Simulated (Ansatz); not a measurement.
C₂H₁₃NSi₃, SMILES C[SiH](C)N[SiH2][SiH3].

Geometry optimised at B3LYP-D3(BJ)/def2-SVP. The structure was generated by enumeration, and PubChem lists no compound with its InChIKey, so it may never have been made. Other conformers were not sampled.

Two levels are set side by side: PBE/def2-SVPD (Ansatz, a program for electronic structure) and PBE0/def2-SVPD (Ansatz). Energy differences of separate SCF runs at the same geometry; the states with an electron removed or added have multiplicity 2 and 2. Differences are taken from unrounded values.

```
quantity                           PBE0
---------------------------------  ----
vertical ionisation energy (eV)    8.70
vertical singlet–triplet gap (eV)  5.25
```

Problem. What does PBE give, and how far is it from PBE0? (Estimate from the structure and the level; the computed values follow.)

Solution. 
```csv
quantity,PBE,PBE minus PBE0
vertical ionisation energy (eV),8.38,-0.32
vertical singlet–triplet gap (eV),4.84,-0.41
```
